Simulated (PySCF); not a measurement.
Species: C3H8FSi (charge +1).
Bonds: C1–Si2, Si2–C3, Si2–C4, C4–F5. Hydrogens: H6, H7, H8 on C1; H9, H10, H11 on C3; H12, H13 on C4.

Method used: core-valence-separated Tamm–Dancoff BHandHLYP/aug-pcX-1 (pcseg-1 on H, def2-SVPD on Si) in PySCF, non-relativistic, gas phase, PBE0-D3(BJ)/def2-SVP geometry. The energies are unshifted.

Q: Give energies, oscillator strengths and core holes at the F K edge.

A: 
```
E (eV)       f  core hole on  main final orbital
683.82  0.0001            F5         LUMO (99 %)
684.58  0.0336            F5       LUMO+2 (60 %)
686.41  0.0014            F5       LUMO+1 (89 %)
688.25  0.0039            F5       LUMO+3 (46 %)
688.48  0.0048            F5              spread
688.62  0.0001            F5       LUMO+4 (71 %)
688.84  0.0059            F5              spread
```

The first line with a tenth or more of the strongest one's intensity is at 684.58 eV (f = 0.034), with the hole on F5 (alkyl fluorine). It is also the strongest listed.

Q: What does the C 1s absorption edge look like?

A: 
```csv
E (eV),f,core hole on,main final orbital
282.68,0.0031,C3,LUMO (98 %)
282.87,0.0027,C1,LUMO (98 %)
284.91,0.0027,C4,LUMO (98 %)
285.00,0.0206,C3,LUMO+1 (71 %)
285.17,0.0186,C1,LUMO+1 (70 %)
286.50,0.0446,C4,LUMO+2 (44 %)
286.77,0.0087,C3,spread
286.82,0.0290,C1,"spread (2 roots, f summed)"
286.88,0.0317,C3,spread
286.93,0.0268,C3,spread
286.97,0.0405,C1,spread
287.17,0.0305,C1,spread
287.35,0.0207,C3,LUMO+2 (49 %)
287.36,0.0179,C4,LUMO+1 (44 %)
```

The first line with a tenth or more of the strongest one's intensity is at 285.00 eV (f = 0.021), with the hole on C3 (Si-methyl carbon). The strongest listed is at 286.50 eV (f = 0.045; C4).

Roots within 0.03 eV whose holes lie on the same, on equivalent or on shared atoms are summed into one line, and the highest roots are left out, as the search may have cut off their partners. Final orbitals are the ground state's empty Kohn–Sham orbitals.

Q: What length of transition dipole belongs to the line at 684.58 eV?

A: From f = (2/3) ΔE |μ|² in atomic units, with ΔE = 25.158 Eh and f = 0.0336: |μ| = 0.045 au = 0.11 D.

The list ends where the root search ended, not at a threshold.

On one thread, Intel Xeon Platinum 8488C (x86_64), shared host with 192 logical CPUs at a one-minute load of 95, this took 17 s of wall time and 0.81 GiB of memory at its peak.

Conformer computed: `[CH3:1][Si+:2]([CH3:3])[CH2:4][F:5]`: C1–Si2–C4–F5 177°.

One conformer stands for the species.
